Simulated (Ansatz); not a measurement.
All numbers were calculated with Ansatz.

Basis-set series for C₂H₈InN (`C[CH2][InH][NH2]`). Charge 0, multiplicity 1. In takes the def2 core potential. The geometry is a stationary point of PBE0-D4/def2-TZVP. It is one conformer, not always the lowest.

Cartesian coordinates in Å:
```
C 1.591 0.205 -0.146
C 0.719 -1.024 -0.360
In -1.378 -0.661 -0.009
N -1.757 1.238 0.553
H 1.515 0.583 0.877
H 1.308 1.025 -0.811
H 2.648 -0.010 -0.332
H 0.823 -1.406 -1.380
H 1.027 -1.843 0.297
H -2.772 -1.658 -0.114
H -2.672 1.602 0.761
H -1.053 1.948 0.663
```

```json
{"functional": "PBE0-D4", "basis": "def2-TZVPP", "functions": "255", "energy (Eh)": "-325.79745", "HOMO (eV)": "-6.70", "LUMO (eV)": "-0.72"}
{"functional": "PBE0-D4", "basis": "def2-QZVPP", "functions": "493", "energy (Eh)": "-325.80781", "HOMO (eV)": "-6.74", "LUMO (eV)": "-0.76"}
{"functional": "ωB97M-V", "basis": "def2-TZVPP", "functions": "255", "energy (Eh)": "-325.82684", "HOMO (eV)": "-9.09", "LUMO (eV)": "0.62"}
{"functional": "ωB97M-V", "basis": "def2-QZVPP", "functions": "493", "energy (Eh)": "-325.83712", "HOMO (eV)": "-9.13", "LUMO (eV)": "0.48"}
```

(1) Give the rows for def2-SVP. (An estimate is asked.)

## Answers

(1) The calculation gave: 
| functional | basis | functions | energy (Eh) | HOMO (eV) | LUMO (eV) |
| --- | --- | --- | --- | --- | --- |
| PBE0-D4 | def2-SVP | 108 | -325.62918 | -6.52 | -0.55 |
| ωB97M-V | def2-SVP | 108 | -325.64922 | -8.88 | 1.01 |

Positive LUMOs are unbound and depend on the basis.
